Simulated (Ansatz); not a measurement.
Reaction (hydrogenolysis of a C–F bond): `FCC(F)C(F)F` + H₂ → `CC(F)C(F)F` + H–F

Program: Ansatz. Geometries: PBE0-D4/def2-TZVP. ΔE: electronic, gas phase. CCSD(T)/CBS is the MP2 limit (def2-TZVPP, def2-QZVPP) plus CCSD(T) − MP2 in def2-TZVPP, frozen cores. This one scheme is used for every species. Functionals use def2-TZVPP. Each species was taken in one conformer, which may not be the lowest.

| level | ΔE (kcal/mol) | difference from CCSD(T)/CBS |
| --- | --- | --- |
| BLYP-D4 | -24.4 | 4.5 |
| ωB97X-V | -25.4 | 3.5 |
| PBE-QIDH | -28.8 | 0.1 |
| revPBE | -26.1 | 2.8 |
| r2SCAN | -25.7 | 3.2 |
| PBE0 | -27.6 | 1.3 |
| CAM-B3LYP | -26.0 | 2.9 |
| RPA@PBE/def2-TZVPP | -25.8 | 3.1 |
| CCSD/def2-TZVPP | -28.4 | 0.5 |
| SCS-MP2/def2-QZVPP | -28.8 | 0.1 |
| CCSD(T)/CBS | -28.9 | 0 |

(1) What do rigid-rotor, harmonic-oscillator terms from PBE0-D4/def2-TZVP frequencies (298.15 K, 1 bar) make of the CCSD(T)/CBS value? (Estimate.)

Largest T1 diagnostic among the species: 0.011.

Answers

(1) Ansatz gave: ΔZPE = +4.0 kcal/mol, ΔH = -25.3 kcal/mol, ΔS = 22 J/(mol·K), ΔG = -26.9 kcal/mol.

From r2SCAN to r2SCAN0 (25 % exact exchange), in def2-TZVPP and without D4, ΔE moves by −1.6 kcal/mol. In def2-TZVPP, CCSD(T) changes the Hartree–Fock value by −0.7 kcal/mol (the triples alone add +0.5 kcal/mol) and MP2 by −2.3 kcal/mol. Leaving LDA and LC-ωPBE aside and taking each functional with its dispersion term where it has one, the values spread over 4.4 kcal/mol, from PBE-QIDH to BLYP-D4.

CCSD(T)/CBS has its own doubt, a few kJ/mol and more with outer-core shells, so smaller differences from it don't rank the levels.
